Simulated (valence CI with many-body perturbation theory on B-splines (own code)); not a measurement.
**Questions on Ba²³⁺**

Level of theory: relativistic CI+MBPT: five valence electrons over a frozen Dirac-Fock core [Ar] 3d10, a basis of 11 s, 11 p, 10 d, 8 f, 5 g, 2 h functions for each j, with the one-electron correlation potential Σ1 (screened to all orders), the two-electron term Σ2, the three-electron term Σ3, Breit, model QED; selected single and double excitations, second order for the rest, scaled by the run's own slope (own B-spline code, finite nucleus).

No measured spectrum was set against this ion. As an estimate, levels hold to about 250 cm⁻¹ or 0.2 % of their energy and the worst to 1 %, as in measured heavy ions of charge 2 to 7; those with d or f electrons hold less well. Among the levels kept, up to 2200 cm⁻¹ of a level comes from second order outside the variational space, and about a tenth of that is noise between levels of different J, which matters for small intervals.

Levels are named by their leading jj configuration (3d3/2^4 stands for four electrons in 3d with j = 3/2), which in mixed levels can hold well under half, so a name can repeat and another be missing.

Rates and lifetimes use the calculated energies. Strong lines usually hold to 10 to 20 %, long lifetimes can be off by a factor of two.

Problem. What is the ground level?

Solution. (4s^2 4p1/2^2 4p3/2) J=3/2, composition 39 % 4s2.4p3 2P° + 38 % 4s2.4p3 4S° + 22 % 4s2.4p3 2D°, g = 1.468.

Problem. How well does LS coupling describe the low levels?

Solution. Among the lowest 20 levels the leading LS term, summed over configurations, holds 59 % on average. For single configurations the figures are 55 % in LS and 80 % in jj coupling. Terms mix most in the J = 5/2 level at 798700 cm⁻¹, where the leading one holds 32 %.

Problem. Among levels below 1961800 cm⁻¹, which E1 lines absorb most strongly from the ground level?

Solution. to (4s^2 4p1/2 4p3/2 4d3/2) J=5/2 at 10.21 nm, f = 0.665; to (4s^2 4p1/2 4p3/2 4d3/2) J=3/2 at 10.13 nm, f = 0.408; to (4s^2 4p1/2 4p3/2 4d3/2) J=1/2 at 10.13 nm, f = 0.282.

Problem. What is the ionisation energy?

Solution. 754.06 eV; NIST lists 752 ± 4 eV (theoretical).

Problem. Name the longest-lived excited levels whose lifetime is computed, and their main decay.

Solution. (4s^2 4p1/2 4p3/2^2) J=5/2 at 163440 cm⁻¹ lives 90.6 μs, mostly by M1 to (4s^2 4p1/2^2 4p3/2) J=3/2; (4s^2 4p1/2 4p3/2^2) J=3/2 at 136200 cm⁻¹ lives 18.3 μs, mostly by M1 to (4s^2 4p1/2^2 4p3/2) J=3/2; (4s^2 4p1/2 4p3/2^2) J=1/2 at 198850 cm⁻¹ lives 17.6 μs, mostly by M1 to (4s^2 4p1/2^2 4p3/2) J=3/2. The lifetime of (4s^2 4p1/2 4p3/2 4d5/2) J=9/2 is too uncertain to give, and may be longer.

Problem. Where does the other parity begin?

Solution. At (4s 4p1/2^2 4p3/2^2) J=5/2, 573340 cm⁻¹.
